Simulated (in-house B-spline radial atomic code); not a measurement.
Whole-atom quantities along the 40-electron series, configuration [Kr] 4d4. Computed with a radial B-spline atomic code at the basis-set limit: non-relativistic Hartree-Fock, average of the configuration, point nuclei.

This level leaves out relativity, spin-orbit splitting included, which matters for heavy ions.

| ion | Z | E/Z² (Eh) | Σ<r²> (bohr²) | n(0)/Z³ (bohr⁻³) | Lamb diamagnetic shielding (ppm) | repulsion over attraction |
| --- | --- | --- | --- | --- | --- | --- |
| Pr19+ | 59 | -2.5221 | 6.8342 | 0.70952 | 6039.58 | 0.12531 |
| Nd20+ | 60 | ? | ? | ? | ? | ? |
| Pm21+ | 61 | ? | ? | ? | ? | ? |
| Sm22+ | 62 | -2.5574 | 5.8204 | 0.71115 | 6399.74 | 0.12043 |
| Eu23+ | 63 | ? | ? | ? | ? | ? |
| Gd24+ | 64 | -2.5794 | 5.2692 | 0.71216 | 6639.77 | 0.11735 |
| Tb25+ | 65 | -2.59 | 5.0235 | 0.71265 | 6759.76 | 0.11586 |
| Dy26+ | 66 | -2.6003 | 4.7952 | 0.71313 | 6879.75 | 0.1144 |
| Ho27+ | 67 | -2.6104 | 4.5825 | 0.7136 | 6999.72 | 0.11298 |
| Er28+ | 68 | -2.6202 | 4.3841 | 0.71405 | 7119.68 | 0.11158 |

Fill in the row of Nd20+.

E/Z² (Eh): -2.5342; Σ<r²> (bohr²): 6.4673; n(0)/Z³ (bohr⁻³): 0.71008; Lamb diamagnetic shielding (ppm): 6159.65; repulsion over attraction: 0.12365.

Fill in the row of Pm21+.

E/Z² (Eh): -2.546; Σ<r²> (bohr²): 6.1305; n(0)/Z³ (bohr⁻³): 0.71062; Lamb diamagnetic shielding (ppm): 6279.7; repulsion over attraction: 0.12202.

Fill in the row of Eu23+.

E/Z² (Eh): -2.5686; Σ<r²> (bohr²): 5.5341; n(0)/Z³ (bohr⁻³): 0.71166; Lamb diamagnetic shielding (ppm): 6519.76; repulsion over attraction: 0.11887.

With what power of Z does the column «Σ<r²> (bohr²)» change over this range?

A fit of the logarithm of its size against log Z from Z = 59 to 68 has slope -3.12. Unscreened non-relativistic hydrogenic orbitals would give -2.
